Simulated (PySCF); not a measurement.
Compound: CH6Cl2Ge2.
Bonds: Cl1–Ge2, Ge2–C3, C3–Ge4, Ge4–Cl5. Hydrogens: H6, H7 on Ge2; H8, H9 on C3; H10, H11 on Ge4.

Level: B3LYP/def2-SVPD in PySCF, non-relativistic, on one gas-phase PBE0-D3(BJ)/def2-SVP geometry that isn't relaxed in the solvent. The solvent is an IEF-PCM continuum (van der Waals radii × 1.2). Only the electrostatic response of the medium enters. Spin–orbit coupling is left out although an atom past zinc is present.

Gas phase at B3LYP/def2-SVPD: HOMO -8.37 eV, LUMO -0.73 eV, dipole 2.96 D.

**Question.** What does the continuum do to the energy, the frontier levels and the dipole at B3LYP/def2-SVPD in methanol and dimethylsulfoxide?

**Answer.** 
```json
{"solvent": "methanol", "ε": "32.61", "E(solvent) − E(gas) (kcal/mol)": "-4.36", "polarisation term (kcal/mol)": "-5.47", "distortion of the solute (kcal/mol)": "1.11", "HOMO (eV)": "-8.24", "LUMO (eV)": "-0.55", "dipole (D)": "4.21"}
{"solvent": "dimethylsulfoxide", "ε": "46.83", "E(solvent) − E(gas) (kcal/mol)": "-4.44", "polarisation term (kcal/mol)": "-5.59", "distortion of the solute (kcal/mol)": "1.15", "HOMO (eV)": "-8.23", "LUMO (eV)": "-0.55", "dipole (D)": "4.24"}
```

Polarisation term: ½ Σ q·V over the induced surface charges. Distortion: the rise of the solute's own energy as its density leaves the gas-phase optimum. From methanol to dimethylsulfoxide the lowering changes by a factor 1.02, Onsager's factor (ε − 1)/(2ε + 1) by 1.01 and ε itself by 1.4.

**Question.** Which radius a makes the point-dipole formula ΔE = −[(ε − 1)/(2ε + 1)]·μ²/a³ give the value in dimethylsulfoxide, with the gas-phase dipole?

**Answer.** μ = 1.166 au and |ΔE| = 0.00707 Eh give a = 2.40 Å; the farthest nucleus lies 2.98 Å from the centroid of the nuclei, so such a sphere wouldn't even hold the nuclei. The formula assumes a rigid point dipole at the centre of a sphere.

**Question.** How does the static polarisability (B3LYP/def2-SVPD, frozen core, with the continuum's full static response) change?

**Answer.** 
```
           medium  isotropic (au)  principal values (au)  ⟨r²⟩ of the electrons (bohr²)
              gas           100.2      93.5, 96.4, 110.8                         1748.1
         methanol           138.4    132.5, 137.0, 145.8                         1749.0
dimethylsulfoxide           139.2    133.4, 137.9, 146.4                         1749.0
```

The isotropic value in dimethylsulfoxide is 1.39 times the gas-phase one; no cavity-field correction is applied. ⟨r²⟩ is taken about the centre of nuclear charge.

Time: 46 s of wall time; peak memory 0.98 GiB. Hardware: one thread, Intel Xeon Platinum 8259CL at 2.50 GHz (x86_64), shared host with 96 logical CPUs at a one-minute load of 56. This is the whole response run at B3LYP/def2-SVPD in dimethylsulfoxide, SCF included.

Conformer computed: `[Cl:1][GeH2:2][CH2:3][GeH2:4][Cl:5]`: Cl1–Ge2–C3–Ge4 -60°, Ge2–C3–Ge4–Cl5 -55°.
